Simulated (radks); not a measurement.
Question: The mean radii <r> (bohr) of the occupied orbitals of an atom or ion are listed with their occupations. Calculated with a radial shooting solver on a logarithmic mesh with Libxc functionals: Dirac Kohn-Sham, PBE, spin-unpolarised, spherical densities, point nucleus.

| orbital | occ. | <r> |
|---|---|---|
| 1s1/2 | 2 | 0.02001 |
| 2s1/2 | 2 | 0.08429 |
| 2p1/2 | 2 | 0.07008 |
| 2p3/2 | 4 | 0.07746 |
| 3s1/2 | 2 | 0.2205 |
| 3p1/2 | 2 | 0.2103 |
| 3p3/2 | 4 | 0.2241 |
| 3d3/2 | 4 | 0.1973 |
| 3d5/2 | 6 | 0.2016 |
| 4s1/2 | 2 | 0.4978 |
| 4p1/2 | 2 | 0.5062 |
| 4p3/2 | 4 | 0.5382 |
| 4d3/2 | 4 | 0.5652 |
| 4d5/2 | 6 | 0.5766 |
| 5s1/2 | 2 | 1.230 |
| 5p1/2 | 2 | 1.387 |
| 5p3/2 | 4 | 1.497 |
| 4f5/2 | 5.57143 | 0.7892 |
| 4f7/2 | 7.42857 | 0.8091 |

Name the element and its charge. Open shells, if any, are shared by 2j + 1.

Answer: Z = 69, thulium, charge +2: Tm2+ in [Xe] 4f13. The 1s radius gives Z: for a bare nucleus <r> = (2 gamma + 1)/(2Z) with gamma = sqrt(1 - (Z/c)^2), 0.01977 bohr for Z = 69, and screening makes it slightly larger (0.02001 here). The occupations add up to 67, and the charge is Z minus that.
